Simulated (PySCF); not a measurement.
Mg(I)(Et) (C2H5IMg), SMILES C[CH2][Mg][I]. Heavy atoms are numbered as in [Mg:1]([I:2])[CH2:3][CH3:4]. Hydrogens are named by the atom that carries them.

Geometry: PBE0-D3(BJ)/def2-SVP. The structure was generated by enumeration; whether it is a known compound was not checked. The def2 effective core potentials stand for the cores of I; spin–orbit coupling is left out. Other conformers were not sampled.

All values below come from B3LYP/def2-TZVP (PySCF).

Atomic charges (e), one atom of each kind:

| atom | Mulliken | Löwdin |
|---|---|---|
| Mg1 | 0.66 | 0.21 |
| I2 | -0.39 | 0.06 |
| C3 (CH2) | -0.51 | -0.53 |
| C4 (CH3) | -0.33 | -0.35 |
| H on C3 | 0.12 | 0.13 |
| H on C4 | 0.10 | 0.12 |
